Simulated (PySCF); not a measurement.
**W³⁹⁺: fine-structure interval**

W³⁹⁺ [Ar] 3d10 4s2 4p5 [4p1/2^2 4p3/2^3, M_J = 3/2] → W³⁹⁺ [Ar] 3d10 4s2 4p5 [4p1/2^1 4p3/2^4, M_J = 1/2], as a difference of total energies. All numbers are calculated (PySCF 2.14, the two-component X2C-1e Hamiltonian, in an uncontracted even-tempered set (16 s from 4.6 bohr⁻², ratio 2.8; 14 p from 5.9 bohr⁻², ratio 2.8; 8 d from 11 bohr⁻², ratio 2.8; 4 f from 29 bohr⁻², ratio 3)). Correlated levels: [Ne] frozen; the 78 highest virtual spinors dropped. "Screened" scales the spin-orbit matrix elements by Boettger's factors to mimic the two-electron term; Breit and QED terms are absent.

| method | fine-structure interval (cm⁻¹) |
| --- | --- |
| GHF (screened spin-orbit) | 764350 |
| GMP2 (screened spin-orbit) | 764350 |
| GHF (bare spin-orbit) | 787970 |
